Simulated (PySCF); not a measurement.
B(Me)2(OSiH3) (C2H9BOSi), SMILES CB(C)O[SiH3]. Atoms are numbered in the order given.

```xyz
14

B      0.1141     0.0841     0.9312
C      0.1457    -0.6612     2.3163
H     -0.3417    -1.6471     2.2893
H     -0.2837    -0.0580     3.1329
H      1.2047    -0.8247     2.5930
C      0.3594     1.6417     0.8144
H      0.7573     1.9737    -0.1592
H      1.0105     2.0326     1.6122
H     -0.6168     2.1476     0.9443
O     -0.1473    -0.6682    -0.1880
Si    -0.2388    -0.2866    -1.8170
H      1.0884     0.1705    -2.3250
H     -1.2517     0.7850    -2.0513
H     -0.6470    -1.5241    -2.5337
```

The structure is a stationary point at r2SCAN-D4/def2-SVP. The structure was generated by enumeration, and PubChem lists no compound with its InChIKey, so it may never have been made. Other conformers were not sampled.

Method: PBE0/def2-TZVP run with PySCF.

ESP charges are fitted to the potential on shells at 1.4 to 2.0 van der Waals radii. Atomic charges (e):

```csv
atom,ESP fit,IAO
B1,0.90,0.44
C2,-0.88,-0.60
H3,0.19,0.15
H4,0.19,0.15
H5,0.19,0.16
C6,-0.81,-0.61
H7,0.17,0.14
H8,0.18,0.16
H9,0.18,0.17
O10,-0.48,-0.63
Si11,0.33,0.86
H12,-0.06,-0.14
H13,-0.07,-0.14
H14,-0.04,-0.13
```

Computed Mayer and Wiberg (Löwdin basis) orders of the bonds:
```csv
bond,Mayer,Wiberg
B1–C2,1.05,1.31
C2–H3,0.95,0.87
C2–H4,0.95,0.86
C2–H5,0.93,0.84
B1–C6,1.03,1.30
C6–H7,0.95,0.86
C6–H8,0.95,0.86
C6–H9,0.93,0.84
B1–O10,1.27,1.83
O10–Si11,1.12,1.42
Si11–H12,0.95,0.96
Si11–H13,0.95,0.96
Si11–H14,0.96,0.97
```
